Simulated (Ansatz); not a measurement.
A set of 12 reactions (atomization), with CCSD(T)/CBS values in kJ/mol:

| reaction | ΔE |
| --- | --- |
| `FC[O][SnH3]` → C• + F• + 5 H• + O• + Sn• | 2873.2 |
| `[CH3][Zn][N](C)C` → 3 C• + 9 H• + N• + Zn (atom) | 4877.2 |
| `[BH2][AlH][S]C` → Al• + B• + C• + 6 H• + S• | 3196.6 |
| `CC(F)F` → 2 C• + 2 F• + 4 H• | 3091.0 |
| `CO[C]=O`• → 2 C• + 3 H• + 2 O• | 2839.3 |
| `FC1([SiH3])COC1` → 3 C• + F• + 7 H• + O• + Si• | 4863.2 |
| `C=C1[SiH2]C1=O` → 3 C• + 4 H• + O• + Si• | 3600.5 |
| `[CH3][Sb][SiH3]`• → C• + 6 H• + Sb• + Si• | 2702.0 |
| `C#COCCS` → 4 C• + 6 H• + O• + S• | 4757.4 |
| `Brc1ccco1` → Br• + 4 C• + 3 H• + O• | 4003.7 |
| `C[CH](C)[AlH][OH]` → Al• + 3 C• + 9 H• + O• | 5253.6 |
| `BCN=C` → B• + 2 C• + 6 H• + N• | 3753.8 |

Isolated molecules relaxed with PBE0-D4/def2-TZVP in Ansatz; ΔE leaves out vibrations. CCSD(T)/CBS is the MP2 limit (def2-TZVPP, def2-QZVPP) plus CCSD(T) − MP2 in def2-TZVPP, frozen cores. This one scheme is used for every species, atoms too. Functionals use def2-TZVPP. B3LYP here is the variant with VWN-RPA as its local correlation; programs differ in this. No spin–orbit coupling; open shells (•) take unrestricted orbitals. Spin–orbit coupling would lower the free atoms: a little for Al, B, C, F, O, S, Si; clearly for Br; strongly for Sn. Elements past krypton have def2 core potentials. For Br, Sb, Sn, Zn outer-core shells are correlated without core-valence functions, so the limit isn't a true one: a few kJ/mol of doubt a bond, and 10 to 20 or more in all where bonds break to atoms. Scalar relativity is left out up to krypton. One conformer a species, not always the lowest.

Q: Give the mean, mean absolute and largest difference (level minus CCSD(T)/CBS, kJ/mol) for: PBE-D4, PBE0-D4, ωB97X-V, B2PLYP, PBE, B3LYP, MP2/def2-TZVPP, SCS-MP2/def2-TZVPP, CCSD/def2-TZVPP, HF/def2-QZVPP, MP2/def2-QZVPP, HF/CBS(def2), MP2/CBS(def2), CCSD/CBS(def2). (An estimate is asked.)

A: Ansatz gave: 
```tsv
level	mean	mean absolute	largest
PBE-D4	100.1	100.1	206.5
PBE0-D4	19.6	32.6	83.3
ωB97X-V	15.6	16.3	31.4
B2PLYP	-36.3	36.3	-61.8
PBE	81.0	83.3	183.0
B3LYP	-27.6	31.1	-57.1
MP2/def2-TZVPP	-31.8	42.1	-103.7
SCS-MP2/def2-TZVPP	-54.8	54.8	-76.9
CCSD/def2-TZVPP	-160.6	160.6	-220.3
HF/def2-QZVPP	-1066.3	1066.3	-1396.8
MP2/def2-QZVPP	26.3	39.7	115.7
HF/CBS(def2)	-1065.5	1065.5	-1396.0
MP2/CBS(def2)	66.3	71.2	161.8
CCSD/CBS(def2)	-62.5	62.5	-98.0
```

The largest T1 diagnostic in the set is 0.020, for `CO[C]=O`• (customary mark 0.045).

CCSD(T)/CBS is a level of theory with its own doubt, and the functionals carry their triple-zeta basis error, so these figures describe this set and don't rank the functionals.
